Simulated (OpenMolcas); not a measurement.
Co6+: effect of the active space

| Quantity | Value |
| --- | --- |
| Program | OpenMolcas |
| Method | SS-CASPT2 or its RAS form, IPEA 0.25 Eh, imaginary shift 0.1 Eh |
| Basis | ANO-RCC-VQZP |
| Scalar Hamiltonian | DKH2, point nucleus |
| Spin-orbit coupling | state interaction with AMFI integrals over the reference wave functions, term energies averaged over their components |

A. 3 electrons in 5 orbitals (3d); 2S+1 = 4 even, 10 roots; 2S+1 = 2 even, 40 roots; closed shells correlated: 3s 3p; CASPT2 step about 21 core-seconds
B. 9 electrons in 8 orbitals (RAS1 3p, at most 2 holes; RAS2 3d); 2S+1 = 4 even, 10 roots; 2S+1 = 2 even, 40 roots; closed shells correlated: 3s; CASPT2 step roughly 70 core-seconds
C. 3 electrons in 10 orbitals (3d 4d); 2S+1 = 4 even, 10 roots; 2S+1 = 2 even, 40 roots; closed shells correlated: 3s 3p; CASPT2 step of the order of 7 core-minutes

Energies in cm⁻¹ above 3d³ ⁴F_3/2, the measured ground level; measured values from Sugar and Corliss, J. Phys. Chem. Ref. Data 10, 1097 (1981).

| Level | A | B | C | Measured |
| --- | --- | --- | --- | --- |
| 3d³ ⁴F_3/2 | 0.0 | 0.0 | 0.0 | 0.0 |
| 3d³ ⁴F_5/2 | 729 | 745 | 731 | 698 |
| 3d³ ⁴F_7/2 | 1700 | 1735 | 1707 | 1610 |
| 3d³ ⁴F_9/2 | 2870 | 2930 | 2890 | 2723 |
| 3d³ ⁴P_1/2 | 21900 | 21760 | 21940 | 21096 |
| 3d³ ⁴P_3/2 | 22140 | 21980 | 22170 | 21304 |
| 3d³ ⁴P_5/2 | 23030 | 22950 | 23130 | 22187 |
| 3d³ ²G_7/2 | 23560 | 23670 | 23740 |  |
| 3d³ ²G_9/2 | 24500 | 24640 | 24710 |  |
| 3d³ ²P_1/2 | 32140 | 30370 | 30510 |  |
| 3d³ ²H_9/2 | 32560 | 32760 | 33100 |  |
| 3d³ ²D_5/2(1) | 33150 | 33500 | 33380 |  |
| 3d³ ²H_11/2 | 33220 | 33440 | 33810 |  |
| 3d³ ²F_7/2 | 53080 | 53040 | 53280 |  |
| 3d³ ²F_5/2 | 53480 | 53460 | 53690 |  |
| 3d³ ²D_5/2(2) | 83150 | 82240 | 83340 |  |
| 3d³ ²D_3/2(2) | 83630 | 82830 | 83780 |  |

Deviations, from unrounded energies. A percentage is the sum of absolute deviations over the sum of measured energies, with the sign that they share, or ± where signs differ.

| Against measurement | Levels | A | B | C |
| --- | --- | --- | --- | --- |
| mean absolute deviation (cm-1) | 6 | 460 | 410 | 490 |
| fine structure of the ground term (%) | 3 | +5.4 | +7.6 | +5.9 |
| other terms of the ground configuration (%) | 3 | +3.8 | +3.3 | +4.1 |

B lies closest to measurement on these levels and C furthest from it. The largest miss of B in the table is 3d³ ⁴P_5/2, by +760 cm-1. The ranking rests on the paired levels alone, and a cruder setting can come out closer through cancelling errors.

The two smallest mean deviations differ by little beside CASPT2's spread within terms, so their order carries little weight.

Among A to C the level of the table that moves most is 3d³ ²P_1/2, by 1800 cm-1 (lowest in B, highest in A). Moves below CASPT2's spread within the term are not significant.

Term energies are means over components that CASPT2 splits; among the terms shown or strongly mixed into the levels shown the widest spread is 910 cm-1 (3d³ ²H, A). The CASPT2 spread within a term exceeds the gap to the next term for 3d³ ²P and 3d³ ²D(1), 3d³ ²D(1) and 3d³ ²H, so the order of their levels is uncertain, and so are names and mixing where such terms share a J (holds for A). Active for correlation alone: 3p; no level in the range computed is led by a configuration that opens it, so any true level of that kind is missing (holds for B). Active for correlation alone: 4d; no level in the range computed is led by a configuration that fills it, so any true level of that kind is missing (holds for C). Measured partners are found by configuration, term and J. A level has none where our copy of the source lacks it or the pairing is in doubt (some pairs that miss far off the trend of their configuration count as doubtful), and it then counts in no deviation. Levels of configurations outside the active space are missing. The table leaves out levels that lie high or whose names do not pair safely across all columns.

A number in round brackets counts repeated terms of one configuration in the order of the reference energies.
